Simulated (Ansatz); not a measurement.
**Pulling the pair apart**

The pair of NH₄⁺ (SMILES [NH4+], atoms 1–5) and H₂ (SMILES [H][H], atoms 6–7), both closed shells, in one local arrangement (a lower one may exist), relaxed at PBE0-D4/def2-TZVP:

N1  (0.033, -0.029, -0.835)
H2  (-0.600, -0.754, -1.180)
H3  (0.989, -0.244, -1.130)
H4  (-0.010, 0.007, 0.194)
H5  (-0.246, 0.876, -1.222)
H6  (-0.141, -0.300, 2.097)
H7  (-0.024, 0.442, 2.076)
(Å)

H₂ is shifted rigidly along the line between the mean atom positions of the two fragments (negative: closer). Counterpoise interaction energies in kJ/mol. Program: Ansatz 0.2.0. Basis: def2-TZVPPD. Cores are frozen in the correlated methods.

```
shift (Å)  wB97M-V    HF  r2SCAN-D4
    -0.29     -4.7   5.0       -5.5
    -0.15     -9.3  -1.9       -9.3
     0.00    -10.9  -5.3      -10.5
     0.15    -10.9  -6.6      -10.2
     0.35     -9.6  -6.8       -8.8
     0.74     -6.7  -5.3       -6.0
     1.47     -3.2  -2.8       -2.9
     2.95     -1.0  -1.0       -1.0
```

**Question.** What does CCSD(T) give at these shifts? (To be estimated.)

**Answer.** Computed: -3.5, -8.2, -9.9, -10.0, -8.9, -6.2, -3.0, -0.9 kJ/mol. For zero shift, CCSD(T) at an estimated basis limit (MP2 extrapolated from triple and quadruple zeta, plus CCSD(T) − MP2 in triple zeta) gives -10.7 kJ/mol. These are counterpoise interaction energies, counted from the two frozen fragments.

T1 diagnostic: at most 0.005.

For scale, one of the runs: CCSD(T)/def2-TZVPPD, 139 basis functions, launched by `ansatz run in.yaml --threads 2 --pin off --events-out ev --progress --plain --max-ram 5222MiB`. The run took 3.4 s on 2 CPU threads of an Arm Neoverse V2 (shared host), with 0.75 GiB of host memory at its peak.
